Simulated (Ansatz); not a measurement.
[V(H2O)6]2+ (VO₆H₁₂²⁺) was relaxed with PBE-D4 (def2-SVP) in Ansatz in these states: charge +1 quintet, charge +3 triplet. The geometries follow in no particular order.

A:

```xyz
19

V     0.0000    0.0001   -0.0002
O     1.8826    0.9969    0.1468
H     1.9115    1.8138   -0.4075
H     2.7304    0.5233   -0.0252
O    -1.8826   -0.9968   -0.1467
H    -1.9111   -1.8140    0.4073
H    -2.7304   -0.5235    0.0258
O     0.3800   -0.9773   -1.8601
H     0.8795   -0.5305   -2.5836
H    -0.4499   -1.3171   -2.2740
O    -0.3802    0.9771    1.8599
H     0.4498    1.3170    2.2736
H    -0.8793    0.5300    2.5835
O    -0.6391    1.8634   -0.8244
H    -1.1153    2.4175   -0.1598
H    -1.1806    1.9034   -1.6476
O     0.6390   -1.8630    0.8243
H     1.1801   -1.9030    1.6479
H     1.1156   -2.4173    0.1601
```

B:

Cartesian coordinates in Å:
```
V -0.0005 -0.0007 0.0000
O -0.7855 0.4723 -1.8185
H -1.4645 -0.0378 -2.3232
H -0.5253 1.2315 -2.3946
O 0.7875 -0.4713 1.8181
H 1.4719 0.0363 2.3181
H 0.5232 -1.2252 2.3990
O 1.0781 -1.5155 -0.8297
H 0.9655 -1.8944 -1.7351
H 1.8484 -1.9855 -0.4275
O -1.0791 1.5136 0.8305
H -1.8578 1.9746 0.4342
H -0.9569 1.9022 1.7305
O -1.5420 -1.2981 0.2976
H -2.4717 -1.0678 0.5390
H -1.4979 -2.2848 0.2780
O 1.5401 1.2981 -0.2986
H 1.4954 2.2849 -0.2830
H 2.4709 1.0675 -0.5349
```

Problem. Judge from the bond lengths which geometry belongs to which state (an estimate).

Solution. A is the charge +1 quintet (V1–O11 2.135 Å, V1–O8 2.135 Å, V1–O2 2.135 Å); B is the charge +3 triplet (V1–O11 2.036 Å, V1–O8 2.036 Å, V1–O2 2.036 Å).
